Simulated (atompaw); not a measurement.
# u(r) = r·R(r): atom against pseudo-atom (Se)

Columns: radius, all-electron u(r) and pseudo u(r) of the 4p shell (level -6.96 eV) of selenium in the configuration [Ar] 3d10 4s1.5 4p4.5; LDA (PW92), scalar-relativistic, PAW (atompaw) scheme, atompaw 4.2.0.5.

| r (bohr) | all-electron | pseudo |
| --- | --- | --- |
| 0.060 | 0.1496 | 0.0020 |
| 0.119 | 0.1863 | 0.0080 |
| 0.179 | 0.0753 | 0.0180 |
| 0.238 | -0.0767 | 0.0317 |
| 0.298 | -0.2076 | 0.0495 |
| 0.358 | -0.2889 | 0.0710 |
| 0.417 | -0.3185 | 0.0954 |
| 0.477 | -0.3058 | 0.1235 |
| 0.537 | -0.2611 | 0.1543 |
| 0.596 | -0.1962 | 0.1870 |
| 0.656 | -0.1175 | 0.2222 |
| 0.715 | -0.0339 | 0.2583 |
| 0.775 | 0.0527 | 0.2962 |
| 0.835 | 0.1374 | 0.3349 |
| 0.894 | 0.2168 | 0.3733 |
| 0.954 | 0.2920 | 0.4122 |
| 1.013 | 0.3597 | 0.4498 |
| 1.073 | 0.4219 | 0.4867 |
| 1.133 | 0.4771 | 0.5219 |
| 1.192 | 0.5248 | 0.5542 |
| 1.252 | 0.5668 | 0.5844 |
| 1.312 | 0.6025 | 0.6118 |
| 1.371 | 0.6320 | 0.6359 |
| 1.431 | 0.6566 | 0.6577 |
| 1.490 | 0.6760 | 0.6761 |
| 1.550 | 0.6913 | 0.6913 |

Question: How many radial nodes do the two functions have?

Answer: The all-electron 4p function has n − l − 1 = 2; the pseudo-wave has 0, since the states of the same l below it are removed with the core.

Question: Is the pseudo-wave norm-conserving?

Answer: No, it belongs to a PAW set: the norm inside the radius is not constrained, and the difference is carried by the augmentation charge.
